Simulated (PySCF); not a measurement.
C₅H₁₀OP₂.
SMILES with atom numbers: `[CH3:1][C:2]1=[CH:3][CH2:4][P@@:5](=[O:6])([PH2:7])[CH2:8]1`

Structure used (GFN2-xTB), in Å, numbered top down from 1:
```xyz
18
C5H10OP2 angstrom
C     -2.3789    0.6341   -0.5710
C     -1.1110    0.0451   -0.0493
C     -0.7087   -1.2072   -0.2380
C      0.5927   -1.6136    0.3726
P      1.4173    0.0171    0.6419
O      2.3671    0.1380    1.7598
P      2.2234    0.5981   -1.3113
C     -0.1948    0.9097    0.7672
H     -2.1614    1.4628   -1.2443
H     -2.9588   -0.1116   -1.1083
H     -2.9794    1.0241    0.2505
H     -1.2815   -1.9282   -0.8003
H      1.1727   -2.2840   -0.2644
H      0.4655   -2.0943    1.3482
H      3.3533   -0.1777   -1.0639
H      2.8034    1.7167   -0.7172
H     -0.1408    1.9350    0.3952
H     -0.4887    0.9423    1.8211
```

Definitions: NICS(0) = −σiso at the ring centroid; NICS(1) = −σiso and NICS(1)zz = −σzz at ±1 Å along the ring normal z. Level: GIAO PBE0/pcSseg-1 (PySCF, non-relativistic, gas phase) on the GFN2-xTB geometry, one conformer.

Ring bond lengths (Å), with Mayer bond orders in brackets: C2–C3 1.329 (1.84), C3–C4 1.494 (1.02), C4–P5 1.847 (0.87), P5–C8 1.847 (0.86), C8–C2 1.501 (1.02).

**Question.** Give the NICS values of each ring in ppm.

**Answer.** 
```tsv
ring	type	NICS(0)	NICS(1), two faces	NICS(1)zz, two faces	rms pucker (Å)	centre to ring atoms, mean (Å)
C2–C3–C4–P5–C8	5-membered ring with P; formal bonds 1 double, 4 single	-4.0	-6.7 / -1.6	-6.0 / 0.3	0.16	1.34
```

**Question.** What do they say, and how far can they be read as aromaticity?

**Answer.** 
- C2–C3–C4–P5–C8: mean NICS(1)zz -2.9 ppm, near zero. C4, P5, C8 have four or more neighbours; no verdict on aromaticity is drawn. The two faces differ by 6.3 ppm, so no symmetry operation interchanges them.

**Question.** What field does 14.1 T along the ring normal induce along that normal at the first NICS(1) probe listed for ring C2–C3–C4–P5–C8, 1 Å off the ring?

**Answer.** NICSzz × B0 = -6.0 ppm × 14.1 T = -85 μT, against the applied field.

**Question.** Give the inner angles of the rings and the Hirshfeld charges of the ring atoms.

**Answer.** 
- C2–C3–C4–P5–C8: C2 115.8° (+0.007 e), C3 117.5° (-0.062 e), C4 102.0° (-0.118 e), P5 92.7° (+0.383 e), C8 102.6° (-0.118 e); sum 530.6° against 540° for a flat convex ring.
